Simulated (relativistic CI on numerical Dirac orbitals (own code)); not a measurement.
Calculated at this level of theory: Dirac-Coulomb-Breit CI, separate exchange-only KLI orbitals for each configuration, model QED, unscaled Slater integrals (own radial code, finite nucleus).

Configurations in the expansion (outside the closed core 1s2): 2s2, 2s.2p, 2p2, 2p.3s, 2p.3p, 2s.3s, 2s.3p, 2s.3d, 2s.4s, 2s.4p, 2s.4d, 2s.4f, 2s.5s, 3s2, 2s.5p, 2s.5d, 2s.5f, 2s.5g, 3s.3p, 3p2. Levels of other configurations are missing.

At this charge energies of transitions that change n are usually good to better than 1 %, and those within a shell (Δn = 0) to a few per cent.

Outline of the computed level scheme of Tb LXII. Lowest level of each configuration: 2s2 1S_0 at 0.0 eV; 2s.2p 3P°_0 at 138.4 eV; 2p2 3P_0 at 395.9 eV; 2s.3s 3S_1 at 8169.9 eV; 2s.3p 3P°_0 at 8236.2 eV; 2p.3s 3P°_0 at 8343.9 eV; 2p.3p 3D_1 at 8383.8 eV; 2s.3d 3D_1 at 8510.1 eV; 2s.4s 3S_1 at 10973.1 eV.

Some strong electric-dipole decays among the lowest 36 levels: 2s.3d 3D_3 → 2s.2p 3P°_2 (1.0e+15 s⁻¹); 2s.3d 3D_2 → 2s.2p 3P°_1 (9.3e+14 s⁻¹); 2s.3d 1D_2 → 2s.2p 1P°_1 (8.5e+14 s⁻¹); 2s.3d 3D_1 → 2s.2p 3P°_0 (5.6e+14 s⁻¹); 2p.3p 3P_0 → 2s.2p 3P°_1 (4.2e+14 s⁻¹); 2s.3p 1P°_1 → 2s2 1S_0 (4.0e+14 s⁻¹); 2p.3p 3P_1 → 2s.2p 3P°_2 (3.2e+14 s⁻¹); 2p.3p 1S_0 → 2s.2p 1P°_1 (3.2e+14 s⁻¹).

LS names give the leading component of a level, which can be under half, so a name can repeat, a term be missing and a line seem to break the LS rules.
